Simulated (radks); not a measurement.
Task: Species: Al3+. Configuration: [He] 2s2 2p4 3d2 (not the ground configuration). Method: scalar-relativistic Kohn-Sham, PBE, spin-polarised, spherical densities, finite nucleus; open shells are filled with parallel spins first; Fermi nuclear charge, rms radius 3.061 fm; computed with a radial shooting solver on a logarithmic mesh with Libxc functionals. Some entries of the table are withheld. Estimate them.

| orbital | occ. | eigenvalue (eV) | <r^2> (bohr^2) |
|---|---|---|---|
| 1s up | 1 | -1610.015 | 0.01943 |
| 1s down | 1 | -1606.777 | 0.01935 |
| 2s up | 1 | -185.0866 | 0.4068 |
| 2s down | 1 | -177.8644 | 0.4139 |
| 2p up | 3 | (1) | 0.3610 |
| 2p down | 1 | (2) | 0.3713 |
| 3d up | 2 | -25.3820 | 5.005 |

Result: 
(1) 2p up eigenvalue (eV): -149.0727
(2) 2p down eigenvalue (eV): -141.2370
